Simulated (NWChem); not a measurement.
System: C3H9Al; SMILES [CH3][Al]([CH3])[CH3]

Give the equilibrium geometry at PBE0/def2-SVP (NWChem) as a list of bonds and angles, with the point group.

point group C1; any orientation.
Bonded distances (Å): Al1–C2 1.964, Al1–C6 1.964, Al1–C10 1.964, C2–H3 1.105, C2–H4 1.104, C2–H5 1.102, C6–H7 1.105, C6–H8 1.105, C6–H9 1.102, C10–H11 1.102, C10–H12 1.104, C10–H13 1.105. Angles (°): C2–Al1–C6 120.0, C2–Al1–C10 120.0, C6–Al1–C10 120.0, Al1–C2–H3 110.8, Al1–C2–H4 111.1, Al1–C2–H5 113.8, H3–C2–H4 105.7, H3–C2–H5 107.4, H4–C2–H5 107.6, Al1–C6–H7 110.9, Al1–C6–H8 111.0, Al1–C6–H9 113.8, H7–C6–H8 105.7, H7–C6–H9 107.5, H8–C6–H9 107.6, Al1–C10–H11 113.8, Al1–C10–H12 111.1, Al1–C10–H13 110.8, H11–C10–H12 107.6, H11–C10–H13 107.5, H12–C10–H13 105.7.
